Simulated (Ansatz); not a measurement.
Reaction (formal exchange of groups at the In–C bond): `[SiH3]B[CH2][InH2]` + `C=[CH][GaH2]` → `C=[C]([GaH2])[InH2]` + `CB[SiH3]`

Computed with Ansatz on PBE0-D4/def2-TZVP structures; ΔE is electronic, products minus reactants. CCSD(T)/CBS is the MP2 limit (def2-TZVPP, def2-QZVPP) plus CCSD(T) − MP2 in def2-TZVPP, frozen cores. Functionals use def2-TZVPP. Elements past krypton have def2 core potentials. For Ga, In outer-core shells are correlated without core-valence functions, which leaves a few kJ/mol of doubt a bond. Scalar relativity is left out up to krypton. Each species was taken in one conformer, which may not be the lowest.

```tsv
level	ΔE (kJ/mol)
PBE-D4	64.6
CAM-B3LYP-D4	47.4
CCSD/def2-TZVPP	52.3
CCSD/CBS(def2)	58.2
```

(1) What does CCSD(T)/CBS give? (Estimate.)

(2) What do rigid-rotor, harmonic-oscillator terms from PBE0-D4/def2-TZVP frequencies (298.15 K, 1 bar) make of the CCSD(T)/CBS value? (Best estimate.)

Largest T1 diagnostic among the species: 0.014.

Results:

(1) Computed: +64.7 kJ/mol. The listed levels differ from it by -0.1, -17.3, -12.4, -6.5 kJ/mol.

(2) The calculation gave: ΔZPE = -6.8 kJ/mol, ΔH = +61.2 kJ/mol, ΔS = 35 J/(mol·K), ΔG = +50.7 kJ/mol.

From r2SCAN to r2SCAN0 (25 % exact exchange), in def2-TZVPP and without D4, ΔE moves by −3.0 kJ/mol. In def2-TZVPP, CCSD(T) changes the Hartree–Fock value by +41.2 kJ/mol (the triples alone add +6.5 kJ/mol) and MP2 by +44.2 kJ/mol.
